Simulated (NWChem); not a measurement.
System meant: CH$_{3}$ClHfO; SMILES [O]=[Hf]([CH3])[Cl]

Here is an NWChem input.

```
start job
memory heap 200 mb stack 900 mb global 1100 mb
geometry units angstroms noautoz
  Hf     0.252250     0.235676    -0.611436
  O      1.849837     0.663995    -0.039011
  Cl    -0.600438    -1.656769     0.548568
  C     -0.972335     2.002774    -0.065481
  H     -2.036920     1.899591    -0.341957
  H     -0.575543     2.929030    -0.519065
  H     -0.924682     2.152913     1.027334
end
basis spherical
  * library def2-svp
end
dft
  xc b3lyp
  iterations 150
  mulliken
end
task dft energy
```

End of the output:

```
          Convergence Information
          -----------------------
          Convergence aids based upon iterative change in
          total energy or number of iterations.
          Levelshifting, if invoked, occurs when the
          HOMO/LUMO gap drops below (HL_TOL):  1.00D-02
          DIIS, if invoked, will attempt to extrapolate
          using up to (NFOCK): 10 stored Fock matrices.

                    Damping( 0%)  Levelshifting(0.5)       DIIS
                  --------------- ------------------- ---------------
          dE  on:    start            ASAP                start
          dE off:    2 iters        150 iters           150 iters

      Screening Tolerance Information
      -------------------------------
          Density screening/tol_rho:  1.00D-10
          AO Gaussian exp screening on grid/accAOfunc:  14
          CD Gaussian exp screening on grid/accCDfunc:  20
          XC Gaussian exp screening on grid/accXCfunc:  20
          Schwarz screening/accCoul:  1.00D-08

      Superposition of Atomic Density Guess
      -------------------------------------

      charge =      72.0 Hf (Hafnium)

      symmetry species            s     p     d     f
      number of basis functions = 7     6     5     1
      number of cont. functions = 6     3     2     1
      number of closed shells   = 6     4     2     1
      number of open shells     = 0     0     1     0
      open shell occupation     = 0     0     2     0
 ------------------------------------------------------------------------
 atomscf:atomd: error in atom scf                   0
 ------------------------------------------------------------------------
 ------------------------------------------------------------------------
  current input line :
    20: task dft energy
 ------------------------------------------------------------------------
 ------------------------------------------------------------------------
 This error has not yet been assigned to a category
 ------------------------------------------------------------------------
 For more information see the NWChem manual at https://nwchemgit.github.io

0:atomscf:atomd: error in atom scf:Received an Error in Communication
```

### Question
Find the fault in this run and fix the input.

### Answer
The program stopped with an error. Cause: the def2 basis of a heavy element holds valence functions alone and wants its effective core potential (without it all electrons must fit into that basis). This input runs:
```
start job
memory heap 200 mb stack 900 mb global 1100 mb
geometry units angstroms noautoz
  Hf     0.252250     0.235676    -0.611436
  O      1.849837     0.663995    -0.039011
  Cl    -0.600438    -1.656769     0.548568
  C     -0.972335     2.002774    -0.065481
  H     -2.036920     1.899591    -0.341957
  H     -0.575543     2.929030    -0.519065
  H     -0.924682     2.152913     1.027334
end
basis spherical
  Hf library def2-svp
  O library def2-svp
  Cl library def2-svp
  C library def2-svp
  H library def2-svp
end
ecp
  Hf library def2-ecp
end
dft
  xc b3lyp
  iterations 150
  mulliken
end
task dft energy
```
It converges to -623.24983 Ha (B3LYP/def2-SVP with def2 effective core potentials on Hf).
